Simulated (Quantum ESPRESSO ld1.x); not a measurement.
The numbers below are computed, except where a source is named.
One sound ld1.x (Quantum ESPRESSO 7.5) input for neutral potassium gives E = -598.911 hartree in 28 iterations:

```
 &input
    zed=19.0,
    iswitch=1,
    rel=0,
    dft='PBESOL',
    config='[Ar] 4s1',
    prefix='ld1',
    max_out_wfc=37,
    file_charge='ld1.rho',
 /
```

Changed or added lines, one case at a time, and what came of them:

- config='[Ar] 4s1 5g1': refused. The program stops in el_config with "l not found:G": the config string knows s, p, d and f alone.
- atom='K': harmless. atom and zed name the same element, and the result equals that of the sound run.
- rel=2 cau_fact=13.38: crashed. The program stops in dirsol with "no classical turning point found": with c below Z the Dirac equation of a point nucleus has no 1s solution.
- dft='PBEE': silently wrong. The misspelt name is not refused: the parser picks the pieces it recognises inside the string (index line 0 0 3 4 0 0 0), so another functional than the one meant is run.
- config='[Ar] 4s1 2d1': refused. The program stops in el_config with "main/angular quantum number mismatch": l must be smaller than n.
- isic=1 latt=1: refused. The program stops in ld1_readin with "isic and latter correction not allowed": the two corrections exclude each other.
- config='[Ar] 4s1 5p4': not converged. The string holds 23 electrons for Z = 19, so the species has charge -4 and is not the one meant. The extra electrons are not bound, and the cycle does not converge.
